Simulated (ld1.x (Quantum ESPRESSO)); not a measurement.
Ranking TM potentials for antimony (Sb)

All share these settings but for the change named:

ld1.x (Quantum ESPRESSO) 7.5 input, shortened:

```
&input
   title='Sb', zed=51., rel=2, dft='PBESOL', iswitch=3,
   config='[Kr] 4d10 5s2 5p3', rel_dist='average'
 /
 &inputp
   pseudotype=2, tm=.true., lloc=-2, rcloc=1.85,
   nlcc=.true., rcore=0.90
 /
2
5S  1  0   2.00   0.00  1.95  1.95  0.0
5P  2  1   3.00   0.00  1.85  1.85  0.0
 &test
   configts(1)='5s2 5p3'
 /
```

Open shells are filled in proportion to 2j + 1 (rel_dist='average').

Cutoff: the first of the cutoffs (Ry, on a coarse ladder) from which the occupation-weighted sum of valence levels, in a spherical-Bessel basis at the reference potential, stays within 10 and 1 mRy of its value at 400 Ry; the density cutoff is not measured.

The base gives 30 Ry.

Of 8 variants that were run, those that failed, showed a ghost or another fault, or gave nearly equal values are left out.

Rank these variants from softest to hardest (loose cutoff).
A. wave 5p (bound): rc 1.85 bohr becomes 5p (bound): rc 2.08 bohr
B. wave 5p (bound): rc 1.85 bohr becomes 5p (bound): rc 1.64 bohr
C. wave 5p (bound): rc 1.85 bohr becomes 5p (bound): rc 2.74 bohr

C (21 Ry), A (25 Ry), B (45 Ry).
